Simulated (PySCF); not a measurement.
Input for PySCF: D3(BJ) and D4 dispersion corrections on H2O (SMILES O).

```python
from pyscf import gto
from pyscf.dispersion import dftd3, dftd4

mol = gto.M(
    atom='''
    O     0.00000000    0.00000000    0.38961711
    H    -0.00000000    0.76498780   -0.19485856
    H    -0.00000000   -0.76498780   -0.19485856
    ''',
    basis='def2-svp',
    charge=0, spin=0, verbose=0, max_memory=1800)
d3, d4 = {}, {}
for xc in ['hf', 'pbe', 'blyp', 'revpbe', 'tpss', 'r2scan', 'b3lyp', 'pbe0', 'bhlyp', 'camb3lyp', 'b2plyp']:
    d3[xc] = float(dftd3.DFTD3Dispersion(mol, xc=xc, version='d3bj', atm=False).get_dispersion()['energy'])
    print(f'D3(BJ) {xc:10s} {d3[xc]:14.8f} Eh')
for xc in ['hf', 'pbe', 'blyp', 'revpbe', 'tpss', 'r2scan', 'b3lyp', 'pbe0', 'bhlyp', 'camb3lyp', 'b2plyp']:
    d4[xc] = float(dftd4.DFTD4Dispersion(mol, xc={'camb3lyp': 'cam-b3lyp'}.get(xc, xc), atm=True).get_dispersion()['energy'])
    print(f'D4     {xc:10s} {d4[xc]:14.8f} Eh')
```

The log:

```
D3(BJ) hf            -0.00450233 Eh
D3(BJ) pbe           -0.00035943 Eh
D3(BJ) blyp          -0.00071916 Eh
D3(BJ) revpbe        -0.00106188 Eh
D3(BJ) tpss          -0.00042042 Eh
D3(BJ) r2scan        -0.00008484 Eh
D3(BJ) b3lyp         -0.00057383 Eh
D3(BJ) pbe0          -0.00027686 Eh
D3(BJ) bhlyp         -0.00040942 Eh
D3(BJ) camb3lyp      -0.00021234 Eh
D3(BJ) b2plyp        -0.00023428 Eh
D4     hf            -0.00098318 Eh
D4     pbe           -0.00019578 Eh
D4     blyp          -0.00047288 Eh
D4     revpbe        -0.00094919 Eh
D4     tpss          -0.00026710 Eh
D4     r2scan        -0.00004686 Eh
D4     b3lyp         -0.00031026 Eh
D4     pbe0          -0.00015671 Eh
D4     bhlyp         -0.00018233 Eh
D4     camb3lyp      -0.00014972 Eh
D4     b2plyp        -0.00013382 Eh
```

The run finished.

Cost: about 0.04 core-seconds (a rough figure).
